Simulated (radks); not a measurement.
Question: These are the eigenvalues of the occupied orbitals of an atom or ion with whole-number occupations (Ry). Calculated with a radial shooting solver on a logarithmic mesh with Libxc functionals: Dirac Kohn-Sham, exchange-only PBE, spin-unpolarised, spherical densities, finite nucleus; Fermi nuclear charge, rms radius of each element as measured or else 0.836 A^(1/3) + 0.57 fm.

| orbital | eigenvalue |
|---|---|
| 1s1/2 | -518.7311 |
| 2s1/2 | -64.66513 |
| 2p1/2 | -56.36850 |
| 2p3/2 | -55.45122 |
| 3s1/2 | -11.09079 |
| 3p1/2 | -8.64024 |
| 3p3/2 | -8.51961 |
| 3d3/2 | -4.56878 |

Which element is it, and in what charge state? The configuration may be excited. Open shells, if any, fill j = l - 1/2 first.

Answer: Z = 26, iron, charge +4: Fe4+ in [Ar] 3d4. The list shows which subshells hold electrons but not how many an open one holds; the 1s level, -259.37 hartree, gives Z - s = 22.8 by -(Z - s)^2/2, which with screening and relativity narrows Z to a few neighbours, and the depths of the outer levels then fix element, charge and occupations together.
